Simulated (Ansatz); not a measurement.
```yaml
atoms:
  - { symbol: H, position_ang: [-0.9846, -0.9590, -0.9504] }
  - { symbol: Li, position_ang: [-0.9726, -0.8971, 0.8790] }
  - { symbol: Li, position_ang: [-0.9161, 0.9138, -0.9116] }
  - { symbol: H, position_ang: [-0.9415, 0.9456, 0.9287] }
  - { symbol: Li, position_ang: [0.9310, -0.9074, -0.9417] }
  - { symbol: H, position_ang: [0.9277, -0.9395, 0.9850] }
  - { symbol: H, position_ang: [0.9295, 0.9666, -0.9583] }
  - { symbol: Li, position_ang: [0.9154, 0.9160, 0.8743] }
```

Basis set: cc-pVDZ (spherical functions). All electrons are correlated. Charge 0, multiplicity 1.

Computed with Ansatz (development build ahead of 0.2.0); each method stands on the lowest determinant of its kind that the runs found. Restricted open shells among the atoms or ions are ROHF, correlated in semicanonical orbitals with singles.

The atomization energy at this shape (free ground-state atoms in the same class of orbitals less the molecule, no zero-point energy) of singlet Li4H4:

```json
{"method": "RHF-MP2", "atomization energy": "14.39 eV"}
```

Task: What does RHF give?

Result: 11.43 eV.
